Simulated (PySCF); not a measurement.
diglyme (C6H14O3), SMILES COCCOCCOC.

Geometry: PBE-D3(BJ)/def2-SVP. One conformer was computed; it need not be the lowest.

The numbers are results of TDDFT-PBE/def2-SVP (PySCF 2.14.0), not measurements.

Vertical excitations. Isolated molecule, no solvent.

| state | energy (eV) | λ (nm) | f | main pairs |
|---|---|---|---|---|
| S1 | 6.37 | 195 | 0.001 | HOMO→LUMO 89 % |
| S2 | 6.40 | 194 | 0.004 | HOMO→LUMO+1 97 % |
| S3 | 6.53 | 190 | 0.016 | HOMO→LUMO+2 92 % |
| S4 | 6.75 | 184 | 0.003 | HOMO−1→LUMO+1 71 %, HOMO−1→LUMO 29 % |
| S5 | 6.80 | 182 | 0.014 | HOMO−1→LUMO 64 %, HOMO−1→LUMO+1 28 % |
| S6 | 6.92 | 179 | 0.028 | HOMO−1→LUMO+2 92 % |
| S7 | 7.05 | 176 | 0.003 | HOMO→LUMO+3 98 % |
| S8 | 7.26 | 171 | 0.002 | HOMO−2→LUMO 91 % |
| S9 | 7.30 | 170 | 0.020 | HOMO−2→LUMO+1 98 % |
| S10 | 7.38 | 168 | 0.006 | HOMO−1→LUMO+3 90 % |
| T1 | 6.21 | 200 | 0 | HOMO→LUMO 91 % |
| T2 | 6.30 | 197 | 0 | HOMO→LUMO+1 98 % |
| T3 | 6.43 | 193 | 0 | HOMO→LUMO+2 90 % |
| T4 | 6.57 | 189 | 0 | HOMO−1→LUMO 86 % |
Triplets are in the Tamm–Dancoff approximation, which puts them higher than full response would, so one can lie above its singlet here.
